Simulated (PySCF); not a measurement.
## `C1(NC(C=C)=O)CCC1`, C$_{7}$H$_{11}$NO

Geometry:
```json
{"atom": "C1", "x (Å)": "4.015", "y (Å)": "-0.102", "z (Å)": "-0.179"}
{"atom": "C2", "x (Å)": "2.775", "y (Å)": "-0.543", "z (Å)": "-0.032"}
{"atom": "C3", "x (Å)": "1.615", "y (Å)": "0.360", "z (Å)": "-0.243"}
{"atom": "O4", "x (Å)": "1.723", "y (Å)": "1.530", "z (Å)": "-0.555"}
{"atom": "N5", "x (Å)": "0.411", "y (Å)": "-0.241", "z (Å)": "-0.053"}
{"atom": "C6", "x (Å)": "-0.841", "y (Å)": "0.441", "z (Å)": "-0.202"}
{"atom": "C7", "x (Å)": "-1.881", "y (Å)": "-0.213", "z (Å)": "-1.134"}
{"atom": "C8", "x (Å)": "-2.942", "y (Å)": "-0.048", "z (Å)": "-0.034"}
{"atom": "C9", "x (Å)": "-1.837", "y (Å)": "0.321", "z (Å)": "0.968"}
{"atom": "H10", "x (Å)": "4.185", "y (Å)": "0.925", "z (Å)": "-0.456"}
{"atom": "H11", "x (Å)": "4.878", "y (Å)": "-0.729", "z (Å)": "-0.033"}
{"atom": "H12", "x (Å)": "2.562", "y (Å)": "-1.567", "z (Å)": "0.245"}
{"atom": "H13", "x (Å)": "0.375", "y (Å)": "-1.214", "z (Å)": "0.207"}
{"atom": "H14", "x (Å)": "-0.604", "y (Å)": "1.472", "z (Å)": "-0.470"}
{"atom": "H15", "x (Å)": "-1.647", "y (Å)": "-1.254", "z (Å)": "-1.346"}
{"atom": "H16", "x (Å)": "-2.071", "y (Å)": "0.304", "z (Å)": "-2.071"}
{"atom": "H17", "x (Å)": "-3.521", "y (Å)": "-0.937", "z (Å)": "0.204"}
{"atom": "H18", "x (Å)": "-3.625", "y (Å)": "0.775", "z (Å)": "-0.228"}
{"atom": "H19", "x (Å)": "-1.994", "y (Å)": "1.225", "z (Å)": "1.551"}
{"atom": "H20", "x (Å)": "-1.584", "y (Å)": "-0.495", "z (Å)": "1.643"}
```

Method used: PySCF 2.14.0, GIAO PBE0/pcSseg-1 magnetisability, rotational g tensor and spin-rotation constants, non-relativistic, gas phase. Geometry: GFN2-xTB.

Task: How diamagnetic is it, and how anisotropic?

Result: Isotropic -1299 × 10⁻³⁰ J/T², or -78.2 × 10⁻⁶ cm³/mol; principal values -1586, -1323, -988 × 10⁻³⁰ J/T², anisotropy 520 × 10⁻³⁰ J/T² (root of half the summed squared differences of the principal values). The susceptibility is in cgs units.

Task: Split it along the inertial axes a, b, c into diamagnetic and paramagnetic parts about the centre of mass, with the quadrupole moment.

Result: 
```
axis  χ (10⁻⁶ cm³/mol)  diamagnetic (10⁻⁶ cm³/mol)  paramagnetic (10⁻⁶ cm³/mol)  summed x² of all electrons (Å²)  quadrupole Θ (D Å)
   a             -79.5                      -358.4                        278.9                            374.0               +5.92
   b             -59.7                     -1746.8                       1687.2                             46.8               -1.33
   c             -95.5                     -1785.2                       1689.7                             37.7               -4.60
```
Anisotropies 2χaa − χbb − χcc = -3.8 and 2χbb − χaa − χcc = +55.7 × 10⁻⁶ cm³/mol. Θ is traceless in Buckingham's convention.

Task: And the rotational g tensor?

Result: 
```csv
axis,rotational constant (GHz),g,nuclear part,electronic part
a,5.1916,-0.0472,0.6332,-0.6804
b,0.7460,-0.0122,0.5791,-0.5913
c,0.7275,+0.0010,0.5785,-0.5775
```
Asymmetric top; isotopes 12C, 1H, 14N, 16O; no vibrational averaging.
